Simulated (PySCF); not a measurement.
**How methods differ on the ionisation energy of Au⁺**

Au⁺ [Xe] 4f14 5d10 (1S) → Au²⁺ [Xe] 4f14 5d9 (2D), as a difference of total energies. Computed with PySCF 2.14 in ANO-RCC-VDZP, with the spin-free X2C one-electron Hamiltonian (Gaussian nucleus). Correlated levels: valence: [Xe] 4f14 frozen. The calculations carry no spin-orbit coupling.

```
           method  ionisation energy (eV)  plus first-order spin-orbit estimate  error of that sum (eV)
              UHF                  19.400                                18.684                  -1.519
    MP2 (valence)                  21.231                                20.515                  +0.312
SCS-MP2 (valence)                  21.043                                20.327                  +0.124
   CCSD (valence)                  20.925                                20.209                  +0.006
CCSD(T) (valence)                  20.950                                20.235                  +0.032
  CCSDT (valence)                  20.949                                20.233                  +0.030
```

Reference: 20.203 ± 0.025 eV (measured; NIST Atomic Spectra Database, ionization energies).

A first-order spin-orbit estimate (lowest level to lowest level, LS coupling) adds -0.716 eV.

Errors of the correlated levels include the incompleteness of this basis and the frozen core.
